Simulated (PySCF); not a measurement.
## Curvature of the energy in the electron number along the second row, charge +2

Calculated with PySCF 2.14, in aug-cc-pVTZ-DK, spin-free X2C, aug-cc-pVTZ, non-relativistic: one orbital is emptied in steps, and each cell gives the departure of E from the straight line at half an electron, in eV (from a cubic fit). The exact functional gives zero.

```
species   orbital    LDA    PBE   PBE0  BHandHLYP  LC-wPBE   UHF
    B²⁺  2s alpha  -1.29  -1.35  -0.99      -0.76    -0.26  0.00
    C²⁺   2s beta  -1.65  -1.64  -1.21      -0.87    -0.46  0.07
    N²⁺  2p alpha  -2.33  -2.30  -1.68      -1.07    -0.96  0.17
    O²⁺  2p alpha  -2.62  -2.55  -1.84      -1.14    -1.19  0.28
    F²⁺  2p alpha  -2.92  -2.82  -2.02      -1.22    -1.43  0.39
   Ne²⁺   2p beta  -2.88  -2.82  -1.98      -1.19    -1.41  0.53
```

**Question.** How does the mean departure depend on the functional?

**Answer.** LDA -2.28 eV; PBE -2.25 eV; PBE0 -1.62 eV; BHandHLYP -1.04 eV; LC-wPBE -0.95 eV; UHF 0.24 eV. Semilocal functionals are convex (delocalisation error), Hartree-Fock is concave or straight, and exact exchange removes curvature roughly in proportion to its share, so among the functionals the range-separated hybrids usually come closest to zero.
